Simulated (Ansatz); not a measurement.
The dipole moment down a group: Cl to I

One atom is swapped for its congeners: C4H9Cl (2-chloro-2-methylpropane) `CC(C)(C)Cl`; C4H9Br (2-bromo-2-methylpropane) `CC(C)(C)Br`; C4H9I (tert-butyl iodide) `CC(C)(C)I`. All are singlets with charge 0.

Shapes, held fixed at every level: PBE0-D4/def2-TZVP. Programs: Ansatz 0.2.0. Values in D.

(1) How should the dipole moment change along the series?

Answers

(1) At wB97M-V/def2-TZVPP the dipole moment isn't monotonic: it is largest for Br and smallest for Cl (2.35 and 2.16 D). 2 of 4 levels show this order throughout; 2 agree on the largest and the smallest. Measured values: NIST CCCBDB. The two largest values are nearly level. For atoms past krypton def2 sets carry core potentials with scalar relativity. Relativity is left out for Br unless named.

```csv
level,C4H9Cl,C4H9Br,C4H9I
PBE-D4/def2-TZVPP,2.09,2.28,2.28
r2SCAN-D4/def2-TZVPP,2.23,2.44,2.45
B3LYP-D4/def2-TZVPP,2.16,2.35,2.32
wB97M-V/def2-TZVPP,2.16,2.35,2.31
measured,2.13,–,–
```
